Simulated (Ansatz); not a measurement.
`N[SiH2]N[SiH](N)F`, relaxed with RKS PBE0-D4/def2-TZVP in Ansatz 0.2.0 from a GFN2-xTB geometry. The force threshold is 0.005 eV/Å; the program also tests the step.

Charge 0, multiplicity 1.

Start:

```xyz
14

N    -1.241    0.760    1.215
Si    0.046   -0.312    1.629
N     0.466   -1.093    0.145
Si    0.276   -0.527   -1.474
N     0.445    1.162   -1.705
F     1.461   -1.228   -2.315
H    -1.980    0.397    0.633
H    -1.636    1.326    1.949
H    -0.250   -1.390    2.583
H     1.097    0.575    2.141
H     0.934   -1.977    0.244
H    -0.970   -0.975   -2.078
H    -0.007    1.761   -1.034
H     1.357    1.523   -1.933
```

```
         step  energy (eV)  largest force (eV/Å)  largest move (Å)
            1  -23067.1659                 0.958             0.000
            2  -23067.2412                 0.525             0.193
            3  -23067.2665                 0.679             0.137
            4  -23067.2940                 0.261             0.200
 5 (rejected)  -23067.2011                 0.835             0.200
            6  -23067.3133                 0.081             0.100
            7  -23067.3213                 0.052             0.100
            8  -23067.3314                 0.172             0.146
            9  -23067.3363                 0.512             0.198
           10  -23067.3485                 0.393             0.049
           11  -23067.3695                 0.196             0.200
           12  -23067.3849                 0.733             0.192
           13  -23067.3980                 0.303             0.043
           14  -23067.4107                 0.330             0.200
15 (rejected)  -23067.3631                 0.796             0.200
           16  -23067.4189                 0.155             0.098
17 (rejected)  -23067.4186                 0.096             0.072
           18  -23067.4202                 0.023             0.036
           19  -23067.4202                 0.024             0.022
           20  -23067.4204                 0.017             0.015
           21  -23067.4205                 0.032             0.017
           22  -23067.4206                 0.015             0.006
           23  -23067.4206                 0.004             0.006
```

End:

```xyz
14

N    -1.137    0.914    1.349
Si    0.039   -0.342    1.497
N     0.170   -1.199    0.006
Si    0.573   -0.594   -1.543
N     0.222    1.057   -1.526
F     2.123   -0.763   -1.914
H    -2.110    0.670    1.236
H    -1.043    1.719    1.949
H    -0.285   -1.389    2.508
H     1.280    0.367    1.899
H     0.014   -2.194    0.068
H    -0.101   -1.426   -2.567
H    -0.384    1.447   -0.820
H     0.639    1.732   -2.142
```

Run time 31 s (2 threads of an AMD EPYC 7R13 on a shared host and a share of an NVIDIA H100 80 GB); peak host memory 0.93 GiB.
